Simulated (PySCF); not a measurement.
Computed IR spectrum (relative IR intensity) of a molecule C5H10. Geometry optimised at PBE0-D3(BJ)/def2-SVP. One conformer was computed; it need not be the lowest. These are PBE0-D3(BJ)/def2-SVP (PySCF) values and carry that method's errors. Harmonic, unscaled wavenumbers; measured fundamentals usually lie a few per cent lower.

```
ν (cm⁻¹)  relative intensity
--------  ------------------
382                      2.3
539                      3.1
678                       19
803                      4.5
923                      4.5
941                      100
943                       15
1033                      12
1043                      28
1106                      10
1164                     8.3
1300                     2.0
1354                     6.1
1387                      14
1400                      21
1426                      19
1458                     4.8
1464                     4.3
1473                      26
1487                      17
1740                      37
3021                      46
3048                      72
3053                      41
3143                     7.7
3145                      57
3147                      68
3150                      71
3153                      52
3170                     9.7
3264                      21
```

**Question.** Identify the compound among the candidates.
A. CCC1CC1
B. C=C(C)CC
C. C=CC(C)C
D. C[C@H]1C[C@@H]1C

**Answer.** C, C=CC(C)C
